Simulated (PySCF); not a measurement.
H₄S₄Sn, SMILES [SH][Sn]([SH])([SH])[SH], singlet, CAM-B3LYP/def2-SVP optimised geometry.

```
9

S     -1.30    -2.18     1.92
Sn    -0.26    -1.16     0.00
S     -0.95    -2.45    -1.92
S     -0.95     1.16     0.00
S      2.15    -1.16     0.00
H     -1.02    -3.43     1.51
H     -0.04    -1.87    -2.73
H     -2.23     0.86     0.31
H      2.23    -0.17     0.92
```

Density from PySCF with CAM-B3LYP/def2-TZVP, def2 effective core potentials past Kr at that geometry. The core electrons that the potentials of Sn replace are not part of the density.

Minimum of the electron density along straight lines between bonded atoms, close to the bond critical point (lines longer than 1.1 times the sum of covalent radii, or with two minima, are not listed):

| bond | length / Å | ρ at the minimum / e bohr⁻³ | ∇²ρ there / e bohr⁻⁵ | position (fraction from the first atom) |
|---|---|---|---|---|
| S1–Sn2 | 2.412 | 0.086 | 0.08 | 0.53 |
| Sn2–S3 | 2.412 | 0.086 | 0.08 | 0.47 |
| Sn2–S4 | 2.412 | 0.086 | 0.08 | 0.47 |
| Sn2–S5 | 2.412 | 0.086 | 0.08 | 0.47 |
| S1–H6 | 1.351 | 0.211 | -0.59 | 0.65 |
| S3–H7 | 1.351 | 0.211 | -0.59 | 0.65 |
| S4–H8 | 1.350 | 0.211 | -0.59 | 0.65 |
| S5–H9 | 1.350 | 0.211 | -0.59 | 0.65 |
